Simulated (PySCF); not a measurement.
## CrH₃: breathing scan

Computed with PySCF, Ur2SCAN, basis Cr def2-TZVP, H def2-TZVP (no relativity, density fitting).

Rigid scan from the quartet minimum (Cr–H 1.612 Å (×3); H–Cr–H 105.6° (×3)). Coordinate: all bonds to the central atom scaled together. Energies in kJ/mol from the minimum.

```
scale of all bonds to the centre  E (kJ/mol)  dipole size (D)  ⟨S²⟩
                            0.88        81.8             2.68  3.81
                            0.92        32.8             2.78  3.83
                            0.96         7.4             2.86  3.87
                            1.00         0.0             2.93  3.91
                            1.04         6.1             2.99  3.98
                            1.08        22.1             3.03  4.06
                            1.14        58.1             3.06  4.22
                            1.22       117.8             3.06  4.47
                            1.35       220.2             2.99  4.89
```

Spin contamination is strong at 1.04, 1.08, 1.14, 1.22, 1.35, so these points are less reliable.

With open d or f shells other occupations or spin states may lie lower.

Other isomers or separated fragments may lie lower.

The scan took 25 s on 2 threads of a shared Arm Neoverse V1 host; the process peaked at 0.72 GiB.
